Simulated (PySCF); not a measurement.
SnCl3, SMILES [Cl][Sn-]([Cl])[Cl], charge -1.

The structure is a stationary point at r2SCAN-D4/def2-SVPD. The isomer is the one that the SMILES or the coordinates give; other isomers of the formula were not compared. The def2 effective core potentials stand for the cores of Sn; spin–orbit coupling is left out.

Calculation: HF/def2-TZVPD run with PySCF.

Gas-phase values at a fixed geometry.

Task: Estimate the frontier levels, gap, dipole moment and polarisability. (Estimate from the structure and the level; the computed values follow.)

Result: 
| Quantity | Result |
|---|---|
| highest occupied level | -5.04 eV |
| lowest empty level | 4.32 eV |
| orbital gap | 9.36 eV |
| dipole moment about the centre of nuclear charge | 3.79 D |
| mean static polarisability | 99.4 bohr³ (14.73 Å³) |
| polarisability, principal values | 91.5, 103.4, 103.4 bohr³ |
